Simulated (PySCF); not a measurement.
## Mayer bond orders and bond lengths

Compound: C4H10OSi3.
Atom-mapped SMILES: `[SiH3:1][SiH:2]([SiH3:3])[c:4]1[cH:5][cH:6][cH:7][o:8]1` (hydrogens: H9, H10, H11 on Si1; H12 on Si2; H13, H14, H15 on Si3; H16 on C5; H17 on C6; H18 on C7)

Cartesian coordinates in Å at the GFN2-xTB level; atoms count from 1:
```
atom  x, y, z in Å
Si1   -1.560    2.229   -0.446
Si2   -1.071   -0.043   -0.531
Si3   -2.139   -1.407    1.020
C4     0.783   -0.249   -0.311
C5     1.791   -0.730   -1.101
C6     2.986   -0.620   -0.355
C7     2.626   -0.079    0.841
O8     1.305    0.148    0.879
H9    -0.832    3.045   -1.422
H10   -1.262    2.799    0.871
H11   -2.988    2.458   -0.691
H12   -1.275   -0.562   -1.901
H13   -3.594   -1.344    0.845
H14   -1.769   -2.823    0.941
H15   -1.861   -0.984    2.395
H16    1.682   -1.113   -2.095
H17    3.973   -0.900   -0.663
H18    3.197    0.180    1.711
```

Bond orders from the PBE0/pcSseg-1 density (PySCF). One conformer (not necessarily the lowest) at the GFN2-xTB geometry, without solvent, vibrations or thermal averaging.

(1) Where do the orders between heavy atoms depart from those drawn in the SMILES?

(2) Set the Mayer orders of the bonds between heavy atoms beside their lengths.

Results:

(1) The largest departure is 0.491, at O8–C4 (drawn aromatic, 1.009), counting aromatic bonds as 1.5. Drawn single, order below 0.88: Si2–C4 (0.828). The bonds drawn aromatic range from 1.01 to 1.59.

(2) 
```csv
bond,drawn as,length (Å),Mayer order
Si1–Si2,single,2.325,0.900
Si2–Si3,single,2.325,0.900
Si2–C4,single,1.878,0.828
C4–C5,aromatic,1.368,1.571
C5–C6,aromatic,1.413,1.275
C6–C7,aromatic,1.360,1.588
C7–O8,aromatic,1.342,1.099
O8–C4,aromatic,1.358,1.009
```

By pair of heavy elements: Si–Si: all 2 within 0.02 of one another (0.900 to 0.900). C–C: lowest C5–C6 (1.275, 1.413 Å), highest C6–C7 (1.588, 1.360 Å). C–O: lowest O8–C4 (1.009, 1.358 Å), highest C7–O8 (1.099, 1.342 Å).

Q: And the bonds to hydrogen?

A: H–Si: 0.92 to 0.94 (7 bonds); C–H: 0.99 to 1.00 (3 bonds).

Q: Sum the orders of all bonds at each heavy atom with more than one neighbour and set the sums beside the valence in the SMILES.

A: Si1 3.689 (drawn 4), Si2 3.568 (drawn 4), Si3 3.689 (drawn 4), C4 3.408 (drawn 4), C5 3.843 (drawn 4), C6 3.851 (drawn 4), C7 3.673 (drawn 4), O8 2.108 (drawn 2). Orders between atoms that aren't bonded are not in these sums.

For a closed shell the Mayer order of atoms A and B is Σ (PS)μν (PS)νμ over the basis functions μ on A and ν on B, with P the density and S the overlap matrix.
